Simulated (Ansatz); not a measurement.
```yaml
atoms:
  - { symbol: H, position_ang: [1.6200, 0.0000, 0.0000] }
  - { symbol: H, position_ang: [1.3106, 0.9522, 0.0000] }
  - { symbol: H, position_ang: [0.5006, 1.5407, 0.0000] }
  - { symbol: H, position_ang: [-0.5006, 1.5407, 0.0000] }
  - { symbol: H, position_ang: [-1.3106, 0.9522, 0.0000] }
  - { symbol: H, position_ang: [-1.6200, 0.0000, 0.0000] }
  - { symbol: H, position_ang: [-1.3106, -0.9522, 0.0000] }
  - { symbol: H, position_ang: [-0.5006, -1.5407, 0.0000] }
  - { symbol: H, position_ang: [0.5006, -1.5407, 0.0000] }
  - { symbol: H, position_ang: [1.3112, -0.9503, 0.0000] }
```

Basis set: cc-pVDZ (spherical functions). All electrons are correlated. Charge 0, multiplicity 1.

Computed with Ansatz (development build ahead of 0.2.0); each method stands on the lowest determinant of its kind that the runs found. Restricted open shells among the atoms or ions are ROHF, correlated in semicanonical orbitals with singles.

Question: Give the atomization energy at this shape (free ground-state atoms in the same class of orbitals less the molecule, no zero-point energy) of singlet H10 by RHF-MP2, RHF.

Answer:

| method | atomization energy |
| --- | --- |
| RHF-MP2 | 1572.6 kJ/mol |
| RHF | 1051.8 kJ/mol |

Caution: stretched shape with no unrestricted run beside it, a lower state can exist. Caution for RHF-MP2: bonds are stretched, where a single reference can fail.
